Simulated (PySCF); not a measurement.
Cd(Me)(Et) (C3H8Cd), SMILES [Cd]([CH3])[CH2]C.

The structure is a stationary point at B3LYP-D3(BJ)/def2-SVP. The structure was generated by enumeration; whether it is a known compound was not checked. The def2 effective core potentials stand for the cores of Cd; spin–orbit coupling is left out. The values are those of a single conformer.

Two levels are set side by side: TDDFT-PBE/def2-SVPD (PySCF) and TDDFT-PBE0/def2-SVPD (PySCF). Vertical, same geometry. The lowest singlet is HOMO→LUMO 98 % with PBE and HOMO→LUMO 98 % with the other functional; states are paired by order. Differences are taken from unrounded values.

```csv
quantity,TDDFT-PBE
lowest singlet excitation (eV),4.69
lowest triplet excitation (TDA) (eV),4.47
first bright state (f over 0.05) (eV),5.52
its oscillator strength,0.33
```

These are the TDDFT-PBE values. What does TDDFT-PBE0 give? (An estimate is asked for; the answer gives what the named calculation found.)


| quantity | TDDFT-PBE0 | TDDFT-PBE minus TDDFT-PBE0 |
|---|---|---|
| lowest singlet excitation (eV) | 5.08 | -0.40 |
| lowest triplet excitation (TDA) (eV) | 4.75 | -0.29 |
| first bright state (f over 0.05) (eV) | 5.93 | -0.41 |
| its oscillator strength | 0.39 | -0.07 |

Functionals without exact exchange tend to place singlet excitations lower, as here. Differences between two approximate levels are no errors against the true value.

Rough cost on one machine, each run with all the roots and properties that it gave: TDDFT-PBE0 against TDDFT-PBE about 4 times.
